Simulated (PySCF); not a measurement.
A GIAO shielding run with PySCF 2.14.0 with density-fitted response routines (density fitting, non-relativistic, gas phase) on `CS[C@@](C)([SiH3])C(=S)CF`, C5H11FS2Si:

```
$ OMP_NUM_THREADS=1 python probes_run.py task.json out

{"job": {"kind": "nmr", "xc": "PBE0", "basis": "pcSseg-1"}, "charge": 0, "multiplicity": 1}
C      2.082881     0.245202     1.426907
S      0.557917    -0.748672     1.372970
C     -0.063500    -0.363717    -0.321614
C      0.960269    -0.761507    -1.369788
Si    -1.651835    -1.503478    -0.491829
C     -0.446573     1.043556    -0.386878
S      0.079323     2.064977    -1.549836
C     -1.364781     1.597642     0.666154
F     -2.389740     0.728791     0.959340
H      2.861399    -0.232341     0.839431
H      1.884440     1.248204     1.059640
H      2.379135     0.282696     2.470329
H      0.516559    -0.710276    -2.362488
H      1.816520    -0.087533    -1.357636
H      1.304289    -1.777253    -1.190138
H     -2.587329    -0.791123    -1.354434
H     -2.163228    -1.832038     0.826373
H     -1.142453    -2.697032    -1.169039
H     -0.821759     1.771171     1.604345
H     -1.816683     2.533410     0.325156
```

Hardware: 1 thread of an Arm Neoverse N1, shared host. The job also computes population analyses, field gradients.

Question: How large is the calculation?

Answer: 96 electrons, 229 basis functions and 1257 auxiliary functions.

Question: How long does it take, and how much memory does it need?

Answer: 110 s of wall time, with 14 SCF cycles and 5 response iterations; peak memory 1.1 GiB. Times on a shared host scatter by some tens of per cent.
